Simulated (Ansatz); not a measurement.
(I2In-mu-H)3 (In₃H₃I₆). The state is a singlet with charge 0. Geometry PBE-D4/def2-SVP.

```xyz
12

In    0.334    0.171   -2.024
I    -0.603    1.828   -3.916
I     2.092   -1.836   -2.338
H    -1.148   -0.567   -1.078
In   -1.553   -1.194    0.679
I    -3.701    0.187    1.505
I    -1.210   -3.854    0.711
H    -0.012   -0.410    1.486
In    1.184    1.069    1.323
I    -0.020    3.206    2.418
I     3.667    0.172    1.804
H     0.970    1.227   -0.569
```

In the def2 sets I, In take a core potential; there is no spin–orbit coupling. Single mean-field runs in def2-TZVP are fitted with def2-universal-jkfit.

Q: Estimate the orbital energies around the gap (eV) in Ansatz with HF/def2-TZVP, PBE-D4/def2-SVP, r2SCANh-D4/def2-TZVP, PBE0-D4/def2-SVP, PBE0-D4/def2-TZVP.

A: 
```tsv
orbital	HF/def2-TZVP	PBE-D4/def2-SVP	r2SCANh-D4/def2-TZVP	PBE0-D4/def2-SVP	PBE0-D4/def2-TZVP
HOMO−13	-11.60	-8.23	-8.92	-9.33	-9.26
HOMO−12	-11.59	-8.22	-8.92	-9.33	-9.26
HOMO−11	-10.78	-7.03	-7.84	-8.23	-8.25
HOMO−10	-10.76	-7.01	-7.81	-8.21	-8.22
HOMO−9	-10.72	-6.98	-7.77	-8.17	-8.19
HOMO−8	-10.70	-6.95	-7.74	-8.14	-8.15
HOMO−7	-10.65	-6.91	-7.71	-8.10	-8.12
HOMO−6	-10.63	-6.89	-7.70	-8.08	-8.11
HOMO−5	-10.55	-6.84	-7.64	-8.02	-8.04
HOMO−4	-10.50	-6.79	-7.58	-7.96	-7.98
HOMO−3	-10.49	-6.78	-7.58	-7.96	-7.98
HOMO−2	-10.42	-6.73	-7.53	-7.91	-7.93
HOMO−1	-10.31	-6.64	-7.44	-7.81	-7.84
HOMO	-10.29	-6.62	-7.43	-7.80	-7.83
LUMO	-0.52	-4.27	-4.01	-3.71	-3.67
LUMO+1	-0.51	-4.27	-4.00	-3.70	-3.66
LUMO+2	0.96	-2.69	-2.34	-1.99	-2.04
LUMO+3	1.33	-2.04	-1.71	-1.44	-1.44
LUMO+4	1.44	-1.81	-1.55	-1.23	-1.31
LUMO+5	1.65	-1.23	-0.89	-0.60	-0.68
```
